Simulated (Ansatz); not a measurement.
Reaction (formal exchange of groups at the Si–O bond): `O[SiH2][O][GeH3]` + `C#C[SiH3]` → `O[SiH2]C#C[SiH3]` + `[OH][GeH3]`

Program: Ansatz. Geometries: PBE0-D4/def2-TZVP. ΔE: electronic, gas phase. CCSD(T)/CBS is the MP2 limit (def2-TZVPP, def2-QZVPP) plus CCSD(T) − MP2 in def2-TZVPP, frozen cores. DFT in def2-TZVPP. B3LYP here is the variant with VWN-RPA as its local correlation; programs differ in this. HSE06 is defined as in plane-wave codes. For Ge outer-core shells are correlated without core-valence functions, which leaves a few kJ/mol of doubt a bond. Scalar relativity is left out up to krypton. Each species was taken in one conformer, which may not be the lowest.

`O[SiH2][O][GeH3]`:

```xyz
10

O     0.695    1.948   -0.566
Si    1.271    0.442   -0.249
O     0.239   -0.460    0.630
Ge   -1.396   -1.088    0.321
H     0.639    2.566    0.164
H     2.527    0.515    0.539
H     1.480   -0.154   -1.590
H    -2.406   -0.031    0.791
H    -1.508   -2.376    1.145
H    -1.539   -1.363   -1.185
```

`C#C[SiH3]`:

Cartesian coordinates in Å:
```
C -0.701 0.440 -1.778
C -0.270 0.169 -0.685
Si 0.382 -0.240 0.968
H -1.081 0.680 -2.744
H -0.731 -0.702 1.833
H 1.396 -1.315 0.843
H 1.006 0.968 1.562
```

`O[SiH2]C#C[SiH3]`:

```xyz
11

O     0.995   -0.526   -2.865
Si    1.671   -0.203   -1.405
C     0.392    0.053   -0.121
C    -0.458    0.207    0.733
Si   -1.734    0.450    2.017
H     0.365   -1.246   -2.918
H     2.539   -1.313   -0.935
H     2.456    1.037   -1.580
H    -1.412   -0.396    3.192
H    -1.759    1.877    2.417
H    -3.054    0.059    1.464
```

`[OH][GeH3]`:

```xyz
6

O    -1.339    0.199   -0.221
Ge    0.431    0.080   -0.044
H    -1.807   -0.466    0.289
H     0.975    1.209   -0.923
H     0.916   -1.298   -0.532
H     0.825    0.275    1.432
```

Is it downhill or uphill in electronic energy at CCSD(T)/CBS, and by how much? (Best estimate.)

Ansatz gave: Uphill: ΔE = +88.1 kJ/mol.

What do these levels give: r2SCAN-D4, HSE06-D4, ωB97M-V, BLYP, B3LYP, r2SCANh, HSE06, CAM-B3LYP, MP2/def2-SVP, MP2/def2-TZVPP, MP2/def2-QZVPP, CCSD/CBS(def2)? (Best estimate.)

Computed: r2SCAN-D4 83.1, HSE06-D4 78.6, ωB97M-V 88.5, BLYP 79.1, B3LYP 84.1, r2SCANh 84.3, HSE06 77.5, CAM-B3LYP 90.6, MP2/def2-SVP 85.6, MP2/def2-TZVPP 86.9, MP2/def2-QZVPP 87.3, CCSD/CBS(def2) 90.5 kJ/mol.

Largest T1 diagnostic among the species: 0.013.

In def2-TZVPP, CCSD(T) changes the Hartree–Fock value by −10.7 kJ/mol (the triples alone add −2.4 kJ/mol) and MP2 by −12.0 kJ/mol. From BLYP to BHLYP (50 % exact exchange), in def2-TZVPP and without D4, ΔE moves by +12.8 kJ/mol.
